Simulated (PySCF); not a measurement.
A PySCF script (with the pyscf-properties extension) for the NMR shieldings of `InChI=1S/C6H13P.Al.3H/c1-6(2)7-4-3-5-7;;;;/h6H,3-5H2,1-2H3;;;;`, on a GFN2-xTB geometry:

```python
import basis_set_exchange as bse
import numpy as np
from pyscf import gto, dft
from pyscf.prop import nmr

atoms = """
C     1.807135    0.435200    1.467025
C     1.251886   -0.458769    0.362971
C     2.158431   -0.450684   -0.863619
P    -0.390072    0.238826   -0.149830
Al   -0.652469    2.536438   -1.062660
C    -1.265094   -1.162581   -1.004869
C    -2.200934   -1.387778    0.198073
C    -1.588935   -0.341514    1.149138
H     1.877261    1.461976    1.107322
H     1.158821    0.423892    2.342093
H     2.799571    0.103402    1.767765
H     1.119205   -1.483135    0.732565
H     2.232761    0.563013   -1.257930
H     1.760930   -1.093493   -1.647818
H     3.157627   -0.797760   -0.605602
H     0.840108    3.027821   -1.019006
H    -1.258648    2.108555   -2.449736
H    -1.642155    3.054898    0.045840
H    -0.618738   -2.009276   -1.234718
H    -1.774230   -0.850752   -1.916262
H    -3.240622   -1.169865   -0.041026
H    -2.151025   -2.402623    0.592152
H    -1.109586   -0.763485    2.032239
H    -2.282960    0.437457    1.463449
"""
names = dict.fromkeys(["C", "P", "Al", "H"], "pcSseg-1")
basis = {el: gto.basis.parse(bse.get_basis(n, elements=[el], fmt="nwchem")) for el, n in names.items()}
mol = gto.M(atom=atoms, basis=basis, charge=0, verbose=0)
mf = dft.RKS(mol, xc="PBE0")
mf.grids.level = 2
mf.grids.alignment = dft.numint.BLKSIZE   # the property module wants whole blocks of grid points
mf.conv_tol = 1e-9
mf.kernel()

calc = nmr.RKS(mf)   # GIAO
C = mf.mo_coeff
Co = C[:, mf.mo_occ > 0]
resp = mf.gen_response(singlet=True, hermi=2)
def vind(x):   # induced exchange potential for any number of trial vectors
    d = np.einsum("pi,xij,qj->xpq", C, 2 * x.reshape(-1, C.shape[1], Co.shape[1]), Co, optimize=True)
    return np.einsum("xpq,pi,qj->xij", resp(d - d.transpose(0, 2, 1)), C, Co, optimize=True).ravel()
mo1, _ = nmr.rhf.solve_mo1(calc, with_cphf=vind)
sigma = calc.kernel(mo1)
for i, s in enumerate(sigma):   # ppm
    print("%2d %-2s %9.2f" % (i, mol.atom_pure_symbol(i), np.trace(s) / 3))
```

Q: Give the expected output.

A: 
```
 0 C     168.65
 1 C     149.31
 2 C     168.64
 3 P     320.72
 4 Al    452.78
 5 C     163.82
 6 C     166.84
 7 C     163.77
 8 H      30.42
 9 H      30.49
10 H      30.45
11 H      29.54
12 H      30.42
13 H      30.49
14 H      30.45
15 H      27.81
16 H      27.78
17 H      27.77
18 H      29.57
19 H      29.22
20 H      28.91
21 H      29.16
22 H      29.57
23 H      29.22
```

These numbers come from an equivalent density-fitted implementation of the same equations, which agrees with the script to about 0.01 ppm for H and up to a few tenths of a ppm for heavy atoms, so last digits may differ.

Size and cost of the density-fitted run: 230 basis functions, 61 s wall time on 1 thread of an Arm Neoverse V1, shared host; peak memory 1.1 GiB.
